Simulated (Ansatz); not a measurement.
`[F][GeH2][F]` + CH₃NH₂ → `C[NH][GeH2][F]` + H–F at 298.15 K and 1 bar (ligand exchange at a Ge–F bond).

Calculated with Ansatz (gas phase, PBE0-D4/def2-TZVP geometries, no zero-point term in ΔE). CCSD(T)/CBS is the MP2 limit (def2-TZVPP, def2-QZVPP) plus CCSD(T) − MP2 in def2-TZVPP, frozen cores. This one scheme is used for every species. For Ge outer-core shells are correlated without core-valence functions, which leaves a few kJ/mol of doubt a bond. Scalar relativity is left out up to krypton. Each species was taken in one conformer, which may not be the lowest.

```csv
species,CCSD(T)/CBS energy (Eh),H − E (kJ/mol),S (J/(mol·K))
`[F][GeH2][F]`,-2276.96403,66.9,277.3
CH₃NH₂,-95.75281,180.0,240.4
`C[NH][GeH2][F]`,-2272.30685,209.8,331.4
H–F,-100.39570,33.5,173.6
```

H − E and S are ideal-gas, rigid-rotor, harmonic terms from PBE0-D4/def2-TZVP, for one conformer and one mirror image of each species. 1 Eh = 2625.50 kJ/mol, R = 8.31446 J/(mol·K).

Q: By hand: ΔE, ΔH, ΔS and ΔG.

A: ΔE = (-2272.30685) + (-100.39570) − (-2276.96403) − (-95.75281) = 0.01429 Eh = 37.5 kJ/mol. Δ(H − E) = 209.8 + 33.5 − 66.9 − 180.0 = -3.6, so ΔH = 33.9 kJ/mol. ΔS = 331.4 + 173.6 − 277.3 − 240.4 = -12.7 J/(mol·K). ΔG = 33.9 − 298.15 × (-12.7)/1000 = 37.7 kJ/mol.

Q: By hand: the equilibrium constant, and the temperature at which ΔG would vanish if ΔH and ΔS stayed fixed.

A: log₁₀ K = −ΔG/(RT ln 10) = -6.6. ΔH and −TΔS have one sign here, so there is no such temperature.

The number of gas molecules stays the same, so ΔS is small and ΔH decides. A doubt of 5 kJ/mol in ΔE shifts log₁₀ K by 0.9 here. Other conformers and mirror images would add mixing entropy, several J/(mol·K) or more a flexible species. These are equilibria of isolated gas molecules and say nothing of rates. Largest T1 diagnostic: 0.012 (customary marks: 0.02 for closed shells, 0.045 for open ones).

ΔS is within the doubt of such terms, so its sign, and with it that verdict, could turn.
